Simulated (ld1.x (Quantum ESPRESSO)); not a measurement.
# Varying the TM potential for Mo (Z = 42)

Base potential:

```json
{"Element": "Mo (Z = 42)", "Generator": "ld1.x (Quantum ESPRESSO) 7.5", "Type": "norm-conserving Troullier–Martins (Kleinman–Bylander form)", "Functional": "PBE", "Relativity": "scalar-relativistic", "Frozen core": "[Kr]", "Valence charge": "6", "Reference configuration": "4d4 5s0 5p0 (charge +2)", "Partial waves": "5p (bound, empty): rc 2.65 bohr; 4d (bound): rc 1.55 bohr; 5s (bound, empty): rc 2.80 bohr", "Local potential": "the s channel", "Core correction": "none"}
```

Cutoffs, loose and tight: the cutoffs (Ry, on a coarse ladder) from which the occupation-weighted sum of valence levels, in a spherical-Bessel basis at the reference potential, stays within 10 and 1 mRy of its value at 400 Ry. They do not see the model core or the augmentation charge, which bear on the density cutoff. Test errors are all-electron minus pseudo excitation energies from the reference, over the configurations 4d5 5s1 5p0; 4d5 5s0 5p0; 4d3 5s0 5p0; 4d4 5s2 5p0; 4d5.5 5s0.5 5p0; 4d4 5s1 5p1; 4d5 5s0.5 5p0. A dash means not determined; rows that change the core or the reference have their own tests.

| change | outcome | cutoff, loose | cutoff, tight | bound ghosts | largest test error (meV) |
| --- | --- | --- | --- | --- | --- |
| base | generated | 45 Ry | 55 Ry | none | +227 |
| all radii scaled by about 1.31 (s 3.66, p 3.46, d 2.02 bohr) | generated | 40 Ry | 45 Ry | none | +219 |
| core correction a·sin(br)/r model core inside 1.68 bohr | generated | 45 Ry | 55 Ry | none | -240 |
| wave 5s (bound): rc 2.80 bohr becomes 5s (bound): rc 3.76 bohr | generated | 45 Ry | 55 Ry | none | +213 |
| wave 5p (bound): rc 2.65 bohr becomes 5p (bound): rc 2.78 bohr | generated | 45 Ry | 55 Ry | none | +227 |
| reference 4d5 5s1 5p0 | generated | 45 Ry | 55 Ry | none | -516 |
| wave 4d (bound): rc 1.55 bohr becomes 4d (bound): rc 1.78 bohr | generated | 40 Ry | 50 Ry | none | +228 |
| core [Ar] 3d10 4s2, valence charge 12; reference 4p6 4d5 5s0.5 5p0.5; waves now 4p (bound): rc 1.55 bohr; 4d (bound): rc 1.35 bohr; 5s (bound): rc 3.05 bohr | generated, misses its reference levels by 0.36 eV | 50 Ry | 90 Ry | none | +642 |

Question: What comes out with this change to the base: type RRKJ; local potential all-electron potential smoothed inside 2.10 bohr (lloc = -1)?

Answer: outcome: failed: compute_phi: phi has nodes before r_c. Cause: the RRKJ expansion in Bessel functions gave a pseudo-wave with a node inside its radius.
